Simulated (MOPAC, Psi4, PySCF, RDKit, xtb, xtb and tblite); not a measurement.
Two geometries of SMILES C/C=C\CC (C5H10), relaxed at GFN2-xTB with one dihedral held; other torsions can differ between them too.

Structure A

```
15

C      2.2035    -0.1542     0.0496
C      1.2293     0.9558    -0.2005
C     -0.0466     0.8709    -0.5483
C     -0.9286    -0.3324    -0.7356
C     -0.6097    -1.5577     0.1166
H      2.1282    -0.9219    -0.7170
H      3.2193     0.2343     0.0448
H      2.0271    -0.6200     1.0184
H      1.6492     1.9494    -0.1022
H     -0.5708     1.8044    -0.7185
H     -1.9541    -0.0208    -0.5199
H     -0.9036    -0.6185    -1.7938
H     -1.4266    -2.2734     0.0411
H     -0.5013    -1.2750     1.1610
H      0.2990    -2.0524    -0.2080
```

Structure B

```
15

C     -2.1400    -0.2444     0.0109
C     -1.2116     0.9165    -0.1381
C      0.0653     0.8947    -0.4876
C      0.9031    -0.2962    -0.8361
C      1.4459    -0.1807    -2.2605
H     -1.6735    -1.1854    -0.2630
H     -3.0189    -0.0959    -0.6164
H     -2.4820    -0.3140     1.0438
H     -1.6704     1.8739     0.0790
H      0.5983     1.8358    -0.5519
H      0.3339    -1.2202    -0.7390
H      1.7452    -0.3478    -0.1390
H      2.0749    -1.0353    -2.5000
H      0.6259    -0.1431    -2.9744
H      2.0380     0.7253    -2.3712
```

Q: Which is lower in energy at the level B3LYP-D3(BJ)/def2-TZVP // GFN2-xTB in Psi4, and by how much?

A: B is lower, by 15.99 kJ/mol (dihedral C2–C3–C4–C5: 30° in A, 120° in B).

E(B) − E(A) in kJ/mol at the other levels, on the same two geometries: GFN2-xTB (xtb and tblite) -14.21; MMFF94 // GFN2-xTB (RDKit) -14.86; B3LYP/def2-TZVP // GFN2-xTB (Psi4) -18.60; PBE/def2-TZVP // GFN2-xTB (Psi4) -17.70; PBE-D3(BJ)/def2-TZVP // GFN2-xTB (Psi4) -16.14; UFF // GFN2-xTB (RDKit) -11.38; PM6, restricted, heats of formation // GFN2-xTB (MOPAC) -9.77; AM1, restricted, heats of formation // GFN2-xTB (MOPAC) -12.23; GFN1-xTB // GFN2-xTB (xtb) -11.19; restricted B3LYP/6-31G*, spherical d // GFN2-xTB (PySCF) -18.90.
